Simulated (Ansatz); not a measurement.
Basis sets compared for BH2(nPr) (C3H9B). Charge 0, multiplicity 1. Geometry PBE0-D4/def2-SVP. Ansatz on 2 threads of Arm Neoverse V2 on a shared host; times are rough, and most runs start from earlier orbitals.

```xyz
13

B     1.430   -1.240    0.894
C     0.736   -0.486   -0.283
C    -0.463    0.284    0.310
C    -1.239    1.070   -0.738
H     2.363   -0.754    1.496
H     0.995   -2.302    1.285
H     0.352   -1.185   -1.047
H     1.405    0.233   -0.784
H    -0.113    0.976    1.095
H    -1.145   -0.422    0.815
H    -1.640    0.404   -1.518
H    -2.087    1.610   -0.289
H    -0.595    1.813   -1.235
```

Another isomer (singlet) lies 1.24 eV lower at PBE0-D4/def2-TZVP; other spin states weren't run for this one.

Binding counts from free atoms (B doublet, C triplet, H doublet) in the same basis, without a counterpoise term.

```
           level  functions  energy (Eh)  HOMO (eV)  LUMO (eV)  binding per atom (eV)  wall time
 PBE-D4/def2-SVP        101    -144.2306      -7.29      -2.23                   3.99      1.1 s
PBE0-D4/def2-SVP        101    -144.2709      -8.70      -1.20                   3.97      1.2 s
```

Estimate the rows for PBE-D4/def2-TZVP (with forces), PBE0-D4/def2-TZVP.


| level | functions | energy (Eh) | HOMO (eV) | LUMO (eV) | binding per atom (eV) | wall time |
| --- | --- | --- | --- | --- | --- | --- |
| PBE-D4/def2-TZVP (with forces) | 178 | -144.3887 | -7.35 | -2.33 | 3.96 | 2.4 s |
| PBE0-D4/def2-TZVP | 178 | -144.4237 | -8.70 | -1.30 | 3.94 | 2.4 s |
